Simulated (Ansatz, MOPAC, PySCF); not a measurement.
Noncovalent pair: HF (SMILES F) (first 2 atoms) with N2 (SMILES N#N); geometry from B3LYP-D3(BJ)/def2-TZVP, rigid monomers moved along the line of their centres of mass till H2···N4 is 2.84 Å.
(charge 0, multiplicity 1):
```csv
atom,x (Å),y (Å),z (Å)
F,-0.3906,-0.2074,-0.6506
H,-0.2831,-0.1725,0.2706
N,0.1737,-0.0271,4.1755
N,0.0470,-0.0670,3.0939
```

Counterpoise-corrected where a basis set is named; no monomer relaxation. Rows marked so take none.

Rows in 3-21G carry no dispersion term and start afresh at each structure. The state that PM6 reach isn't checked.

Programs: Ansatz (Gaussian orbitals); MOPAC for PM6 (differences of heats of formation); PySCF for 3-21G rows, the dispersion terms. 

### Question
What interaction energy does HF/3-21G (no counterpoise) give?

### Answer
-1.9 kcal/mol

### Question
Give the interaction energy at the level PBE-D3(BJ)/def2-TZVPPD.

### Answer
-1.4 kcal/mol

### Question
What interaction energy does PM6 give?

### Answer
-1.0 kcal/mol

Ansatz is an electronic-structure program.
